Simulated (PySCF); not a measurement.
## Electric field gradients and quadrupole coupling constants

Compound: C4H7NSi.
Structure used (GFN2-xTB), in Å, numbered top down from 1:
```xyz
13
C4H7NSi angstrom
C      2.1478    0.0984    0.0850
Si     0.4000   -0.0480    0.7855
C     -0.8624   -1.1021   -0.1232
C     -1.0339    0.4133   -0.3970
C     -2.1881    1.0268    0.1198
N     -3.1159    1.5290    0.5736
H      2.5610    1.0871    0.2627
H      2.1614   -0.0835   -0.9858
H      2.8108   -0.6223    0.5535
H      0.1971    0.2033    2.2013
H     -1.6801   -1.5530    0.4230
H     -0.5962   -1.6921   -0.9902
H     -0.8059    0.7437   -1.4046
```

Field gradients from the PBE0/pcSseg-1 density (PySCF, non-relativistic), principal values in atomic units, ordered |Vxx| ≤ |Vyy| ≤ |Vzz|:

```
atom     Vxx     Vyy      Vzz
  N6  0.3287  0.5744  -0.9031
```

Q: Find the asymmetry η = (Vxx − Vyy)/Vzz and the couplings χ = eQV/h (234.96 MHz × Q in barn × V in au), with Q(14N) = 0.02044 b.

A: 
| atom | environment | nucleus | η | χzz (MHz) | χxx (MHz) | χyy (MHz) |
| --- | --- | --- | --- | --- | --- | --- |
| N6 | nitrile nitrogen | 14N | 0.27 | -4.337 | 1.578 | 2.759 |

The tensor is traceless: Vxx + Vyy + Vzz = 0.

Q: What is Vzz at N6 in SI units (1 au = 9.71736 × 10²¹ V/m²)?

A: -0.9031 au = -8.776 × 10²¹ V/m².

Q: What couplings would deuterons (Q(2H) = 0.00286 b) have in place of the hydrogens, at this geometry?

A: 
```json
{"atom": "H7", "bonded to": "C1", "bond length (Å)": "1.086", "Vzz (au)": "0.3220", "η": "0.01", "χzz (kHz)": "216"}
{"atom": "H8", "bonded to": "C1", "bond length (Å)": "1.086", "Vzz (au)": "0.3228", "η": "0.00", "χzz (kHz)": "217"}
{"atom": "H9", "bonded to": "C1", "bond length (Å)": "1.086", "Vzz (au)": "0.3235", "η": "0.01", "χzz (kHz)": "217"}
{"atom": "H10", "bonded to": "Si2", "bond length (Å)": "1.452", "Vzz (au)": "0.1694", "η": "0.06", "χzz (kHz)": "114"}
{"atom": "H11", "bonded to": "C3", "bond length (Å)": "1.082", "Vzz (au)": "0.3288", "η": "0.08", "χzz (kHz)": "221"}
{"atom": "H12", "bonded to": "C3", "bond length (Å)": "1.082", "Vzz (au)": "0.3321", "η": "0.07", "χzz (kHz)": "223"}
{"atom": "H13", "bonded to": "C4", "bond length (Å)": "1.085", "Vzz (au)": "0.3236", "η": "0.11", "χzz (kHz)": "217"}
```

Isolated species at its GFN2-xTB geometry, gas phase. GFN2-xTB bond lengths can be off by several hundredths of an ångström, more for odd bonds, and the gradients follow them. The small basis limits the accuracy of the gradients.
